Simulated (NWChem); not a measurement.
A series in which one site is exchanged, each optimised at PBE0/def2-SVP with NWChem, gas phase unless a solvent is named. Low-valent species are run as closed-shell singlets; no triplet was tried in these runs. This build's default masses of Se (78.918 u) and Br (79.917 u) are each other's, which moves their modes by up to 0.6 %. For some, no frequency run checked for a minimum. def2 effective core potentials on I; no spin-orbit coupling.

A: [Si](F)F (SiF$_{2}$; site = F)
B: [Si](I)F (SiIF; site = I)
C: [Si](F)Cl (SiClF; site = Cl)
D: [Si](F)Br (SiBrF; site = Br)

```tsv
quantity	A	B	C	D
orbital gap (eV), PBE0/def2-SVP	6.21	4.67	?	5.16
vertical ionisation energy, ΔSCF, CAM-B3LYP/def2-SVP (eV)	11.18	9.75	?	10.24
lowest singlet excitation, CAM-B3LYP/def2-SVPD, TDA (eV)	5.91	3.71	?	4.34
```

Q: Fill in the missing entries.

A: 
- orbital gap (eV), PBE0/def2-SVP, C: 5.45
- vertical ionisation energy, ΔSCF, CAM-B3LYP/def2-SVP (eV), C: 10.51
- lowest singlet excitation, CAM-B3LYP/def2-SVPD, TDA (eV), C: 4.79
